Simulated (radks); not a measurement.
Pd VI, 41 electrons, occupied as [Kr] 4d5. All-electron calculation, Dirac Kohn-Sham, PBE, spin-unpolarised, spherical densities, finite nucleus; open shells fill j = l - 1/2 first; Fermi nuclear charge, rms radius 4.5318 fm. Program: a radial shooting solver on a logarithmic mesh with Libxc functionals.

Spin-orbit splittings of the eigenvalues, e(l+1/2) - e(l-1/2), with zeta = 2 splitting/(2l+1) and mean radii in bohr:

| shell | occ. | splitting (eV) | zeta (eV) | <r> j=l-1/2 | <r> j=l+1/2 |
|---|---|---|---|---|---|
| 2p | 6 | 159.4 | 106.3 | 0.1171 | 0.1221 |
| 3p | 6 | 27.82 | 18.55 | 0.3710 | 0.3818 |
| 3d | 10 | ? | ? | 0.3552 | 0.3587 |
| 4p | 6 | 4.811 | 3.208 | 0.9833 | 1.009 |
| 4d | 5 | 0.6766 | 0.2706 | 1.199 | 1.209 |

Estimate the 3d splitting.

Answer. 5.552 eV (zeta = 2.221 eV).
